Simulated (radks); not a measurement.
Values are calculated unless marked as measured or tabulated.
Valence configurations of Pd II (all share [Kr]). Level of theory: scalar-relativistic Kohn-Sham, PBE, spin-unpolarised, spherical densities, point nucleus (a radial shooting solver on a logarithmic mesh with Libxc functionals). Energies are relative to 4d9; eigenvalues in eV.

valence	E (eV)	e(4d)	e(5p)	e(5s)
4d9	0.000	-14.614	-	-
4d8.5 5s0.5	2.019	-16.259	-	-11.746
4d8 5s1	4.525	-17.971	-	-12.453
4d8.5 5p0.5	4.533	-16.987	-7.157	-
4d7 5p2	22.889	-24.185	-9.480	-
4d7 5s1 5p1	16.926	-22.909	-8.834	-14.727
4d8 5p1	9.843	-19.376	-7.961	-
4d6.5 5s2 5p0.5	18.253	-24.093	-8.940	-15.004
4d4.5 5s2 5p2.5	55.692	-34.155	-11.807	-19.104
4d7 5s1.5 5p0.5	13.999	-22.245	-8.495	-14.310

NIST lists [Kr] 4d9 as the ground configuration; this level of theory agrees among the configurations tried. The energies are those of spherical spin-averaged densities, not of single terms.
